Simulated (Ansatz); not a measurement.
Ansatz (a first-principles code) input (HF/cc-pVQZ):

Ansatz 0.2 input:
```yaml
crystal:
  periodic: [false, false, false]
  atoms:
    - {symbol: C, position_ang: [-1.97981384, 0.31345445, 0.08106135]}
    - {symbol: C, position_ang: [-0.59520771, 0.33550821, 0.22445860]}
    - {symbol: C, position_ang: [0.41655720, -0.47129340, -0.27200996]}
    - {symbol: C, position_ang: [1.87146543, -0.19567638, -0.05193242]}
    - {symbol: H, position_ang: [-2.60393903, 1.02062362, 0.61400246]}
    - {symbol: H, position_ang: [-2.48447479, -0.44772868, -0.50777386]}
    - {symbol: H, position_ang: [-0.22722236, 1.15471460, 0.85683163]}
    - {symbol: H, position_ang: [0.16332696, -1.30682459, -0.92435528]}
    - {symbol: H, position_ang: [1.99224342, 0.62843535, 0.66328125]}
    - {symbol: H, position_ang: [2.44082811, 0.10710347, -0.95719285]}
    - {symbol: H, position_ang: [2.44123108, -1.04828114, 0.36574115]}
basis:
  gaussian:
    orbitals: cc-pVQZ
hamiltonian:
  xc: hf
total_charge: -1
```

End of the output:

```
integrals: 0.39 GiB planned
1377 factors; their error is unknown
mean field: 2.70 GiB planned
mean field evaluation 1: about -4229.1799 eV, gradient 2.8e1 eV
mean field evaluation 2: about -4231.4049 eV, gradient 1.0e1 eV
mean field evaluation 4: about -4231.7570 eV, gradient 8.6e-1 eV
mean field evaluation 8: about -4231.7598 eV, gradient 1.0e-1 eV
mean field -4231.77125321 eV, -155.5147251578 hartree, gradient 2.7e-5 eV, S^2 0.000000; 0 other end points of the search recorded, 0 dependent functions left out
reference -4231.77125321 eV, -155.5147251578 hartree; 16, 16 occupied and 414, 414 virtual orbitals, 1377 factors
Total energy: -4231.77125321 eV, -155.5147251578 hartree
```

It need not be the lowest isomer of its formula. Whether it binds its extra electron was not tested at this geometry.
